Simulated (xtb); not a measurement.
A geometry relaxed with GFN2-xTB (xtb 6.7.1), charge 0, multiplicity 1:

```xyz
4

Cl    -1.4454    -0.8523     0.0022
Cl     1.5618    -0.6135     0.0003
F     -0.1106     1.3922    -0.0027
B     -0.0058     0.0736     0.0002
```

**Question.** Write the SMILES of this molecule.

**Answer.** `FB(Cl)Cl`
